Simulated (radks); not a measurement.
These are the eigenvalues of the occupied orbitals of an atom or ion with whole-number occupations (eV). Method: Dirac Kohn-Sham, LDA (Slater exchange, VWN5 correlation), spin-unpolarised, spherical densities, point nucleus; computed with a radial shooting solver on a logarithmic mesh with Libxc functionals.

| orbital | eigenvalue |
|---|---|
| 1s1/2 | -18779.69 |
| 2s1/2 | -2632.463 |
| 2p1/2 | -2418.146 |
| 2p3/2 | -2322.529 |
| 3s1/2 | -444.0337 |
| 3p1/2 | -363.2902 |
| 3p3/2 | -347.7843 |
| 3d3/2 | -204.6200 |
| 3d5/2 | -201.7308 |
| 4s1/2 | -64.9374 |
| 4p1/2 | -42.5811 |
| 4p3/2 | -40.4509 |
| 4d3/2 | -9.6496 |
| 4d5/2 | -9.4815 |

Which element is it, and in what charge state? The configuration may be excited. Open shells, if any, are shared by 2j + 1.

Answer. Z = 41, niobium, charge +1: Nb+ in [Kr] 4d4. The list shows which subshells hold electrons but not how many an open one holds; the 1s level, -690.14 hartree, gives Z - s = 37.2 by -(Z - s)^2/2, which with screening and relativity narrows Z to a few neighbours, and the depths of the outer levels then fix element, charge and occupations together.
